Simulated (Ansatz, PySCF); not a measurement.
Zr(Cl)(OH)3 (ClH3O3Zr), SMILES [OH][Zr]([OH])([OH])[Cl], multiplicity 1.

Geometry: B3LYP-D3(BJ)/def2-SVP. The multiplicity is an assumed one; no other spin state was optimised. The structure was generated by enumeration; whether it is a known compound was not checked. The def2 effective core potentials stand for the cores of Zr; spin–orbit coupling is left out. Other conformers were not sampled.

Vertical ionisation energy (IE) and electron affinity (EA) in eV. Rows of orbital energies are one-electron estimates. Where ΔSCF, EOM or ADC give a negative EA the extra electron is unbound and the value depends on the basis.

```tsv
level	IE	EA
−ε(HOMO), −ε(LUMO), B3LYP/def2-TZVP (PySCF)	8.27	0.52
−ε(HOMO), −ε(LUMO), PBE/def2-TZVP (PySCF)	7.10	1.12
ΔSCF, PBE0/def2-SVPD (Ansatz), final states of multiplicity 2 and 2	10.81	-0.59
ΔSCF, PBE/def2-SVPD (Ansatz), final states of multiplicity 2 and 2	10.17	-0.43
```

What vertical singlet–triplet gap does ΔSCF give with PBE0/def2-SVPD (Ansatz, an electronic-structure program) and with PBE/def2-SVPD (Ansatz)? (The exact figures need the calculation; the answer reports its results.)

6.65 and 6.20 eV (triplet above singlet where positive).
